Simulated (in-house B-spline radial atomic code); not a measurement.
Configurations of Nd⁶⁺, with energies counted from [Kr] 4d10 4f2 5s2 5p4. All numbers are computed (scalar-relativistic (X2C) OLYP, spin-polarised, spherical fractional occupations; Fermi nucleus of rms radius 4.9123 fm) with an all-electron radial atomic-structure program (B-spline basis), not measured. Shells without spins written out take the highest spin.

Occupations are held fixed; configurations that lie above the ionisation limit could autoionise.

```csv
configuration,E - E(ref) (eV),highest orbital,its <r> (bohr)
"[Kr] 4d10 4f(0 up, 1 down) 5s2 5p(2 up, 3 down)",-4.2253,4f down,0.8298
"[Kr] 4d10 4f(2 up, 0 down) 5s2 5p(1 up, 3 down)",1.7268,4f up,0.8504
"[Kr] 4d10 4f(1 up, 1 down) 5s2 5p(2 up, 2 down)",3.1706,4f up,0.8593
[Kr] 4d10 4f2 5s2 5p3 6p1,46.422,6p up,2.91
"[Kr] 4d10 4f(0 up, 2 down) 5s2 5p(0 up, 3 down) 5f(0 up, 1 down)",53.277,5f down,2.548
[Kr] 4d10 4f2 5s2 5p3 6f1,67.863,6f up,4.51
[Kr] 4d9 4f2 5s2 5p4 6d1,173.48,6d up,3.442
"[Kr] 4d(5 up, 4 down) 4f(0 up, 2 down) 5s2 5p(2 up, 2 down) 5f(1 up, 0 down)",174.43,5f up,2.528
```

Problem. Order these further configurations by energy, lowest first.
A. [Kr] 4d10 4f1 5s2 5p4 6s1
B. [Kr] 4d10 4f1 5s2 5p4 6f1
C. [Kr] 4d9 4f2 5s2 5p4 5f1
D. [Kr] 4d10 4f(0 up, 1 down) 5s2 5p(3 up, 1 down) 5d(0 up, 1 down)
E. [Kr] 4d9 4f2 5s2 5p4 6s1

Solution. D (26.468 eV), A (37.661 eV), B (67.088 eV), E (155.04 eV), C (169.4 eV).

Problem. How far above the reference does [Kr] 4d10 4f(1 up, 1 down) 5s2 5p(1 up, 3 down) lie?

Solution. 1.8147 eV; its least bound orbital is 4f up with <r> = 0.8525 bohr.

Problem. How far above the reference does [Kr] 4d10 4f1 5s2 5p4 6p1 lie?

Solution. 45.368 eV; its least bound orbital is 6p up with <r> = 2.884 bohr.

Problem. How far above the reference does [Kr] 4d10 4f3 5s2 5p3 lie?

Solution. 5.9506 eV; its least bound orbital is 4f up with <r> = 0.8948 bohr.

Problem. Is the reference the lowest configuration at this level of theory?

Solution. No: [Kr] 4d10 4f(0 up, 1 down) 5s2 5p(2 up, 3 down) lies 4.225 eV lower with this functional.
